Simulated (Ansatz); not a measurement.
Program: Ansatz. Geometries: PBE0-D4/def2-TZVP. ΔE: electronic, gas phase. CCSD(T)/CBS adds triple-zeta CCSD(T) − MP2 to the extrapolated MP2 energy (def2 sets, frozen cores). Each species was taken in one conformer, which may not be the lowest.

`B[SiH2]CS[SiH3]` + `CNCS` → `B[SiH2]CS` + `CNCS[SiH3]`  (formal exchange of groups at the Si–C bond)

```csv
level,ΔE (kJ/mol)
HF/def2-QZVPP,-11.4
SCS-MP2/def2-QZVPP,-12.1
```

Problem. What does CCSD(T)/CBS give? (An estimate is asked.)

Solution. Ansatz gave: -12.0 kJ/mol. The listed levels differ from it by 0.6, -0.1 kJ/mol.

Largest T1 diagnostic among the species: 0.012.
